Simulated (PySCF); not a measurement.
As: electron affinity

As- [Ar] 3d10 4s2 4p4 (3P) → As [Ar] 3d10 4s2 4p3 (4S), as a difference of total energies. Calculation: PySCF 2.14, in x2c-TZVPPall with one added diffuse shell each of s, p, d type (7s6p5d1f, 57 functions); scalar relativity by spin-free X2C-1e. Correlated levels: valence and next inner shell: [Ne] frozen. The calculations carry no spin-orbit coupling.

```csv
method,electron affinity (eV)
UHF,-0.292
MP2 (valence and next inner shell),0.435
SCS-MP2 (valence and next inner shell),0.479
CCSD (valence and next inner shell),0.503
CCSD(T) (valence and next inner shell),0.560
```

A first-order spin-orbit estimate (lowest level to lowest level, LS coupling) adds 0.067 eV.

Errors of the correlated levels include the incompleteness of this basis and the frozen core.

A negative affinity means that the anion lies above the atom at that level of theory.

For comparison: 0.804 eV (measured; photodetachment measurements, as compiled on the Wikipedia data page of electron affinities).
